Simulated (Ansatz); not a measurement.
The cluster Pd₂O₂ (the lowest singlet isomer of a short search) was relaxed with r2SCAN-D4 (def2-TZVP) in Ansatz in these states: charge +1 doublet, neutral quintet, neutral triplet. The geometries follow in no particular order.

In the def2 sets Pd takes a core potential; there is no spin–orbit coupling.

A:

```xyz
4

Pd    0.456    1.283   -0.455
Pd   -0.457   -1.283    0.456
O    -1.065    0.161   -0.614
O     1.066   -0.161    0.613
```

B:

```tsv
atom	x (Å)	y (Å)	z (Å)
Pd1	0.857	-0.534	0.753
Pd2	-0.857	0.534	-0.753
O3	-1.129	-0.700	0.789
O4	1.129	0.700	-0.789
```

C:

```xyz
4

Pd   -0.7929    0.1784    0.8817
Pd    0.7930   -0.1784   -0.8817
O    -0.7928    0.9483   -0.9049
O     0.7928   -0.9483    0.9049
```

Q: Judge from the bond lengths which geometry belongs to which state (an estimate).

A: A is the charge +1 doublet (Pd1–Pd2 2.872 Å, Pd2–O3 1.897 Å, Pd1–O3 1.897 Å); B is the neutral quintet (Pd1–Pd2 2.520 Å, Pd2–O3 1.994 Å, Pd1–O3 1.994 Å); C is the neutral triplet (Pd1–Pd2 2.398 Å, Pd2–O3 1.945 Å, Pd1–O3 1.945 Å).

At PBE0-D4/def2-TZVP a triplet lies 0.17 eV below the neutral quintet. These are the stationary points nearest to one start from a short search; other shapes may lie lower in each state.
